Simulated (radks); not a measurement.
Removal energies from the tellurium ion Te10+, [Kr] 4d(3/2: 4, 5/2: 2), by Delta-SCF beside the eigenvalue of the level emptied. Method: Dirac Kohn-Sham, PBE, spin-unpolarised, spherical densities, finite nucleus; Fermi nuclear charge, rms radius of each element as measured or else 0.836 A^(1/3) + 0.57 fm; computed with a radial shooting solver on a logarithmic mesh with Libxc functionals. Sub-shells are occupied by j as written (lower j first in brackets).

removed from                                  final configuration  Delta-SCF (eV)  -eigenvalue (eV)
4d5/2                                     [Kr] 4d(3/2: 4, 5/2: 1)          218.40            205.86
4d3/2                                     [Kr] 4d(3/2: 3, 5/2: 2)          220.35            207.72
4p3/2         [Ar] 3d10 4s2 4p(1/2: 2, 3/2: 3) 4d(3/2: 4, 5/2: 2)          294.18            280.72
4p1/2         [Ar] 3d10 4s2 4p(1/2: 1, 3/2: 4) 4d(3/2: 4, 5/2: 2)          305.23            291.46
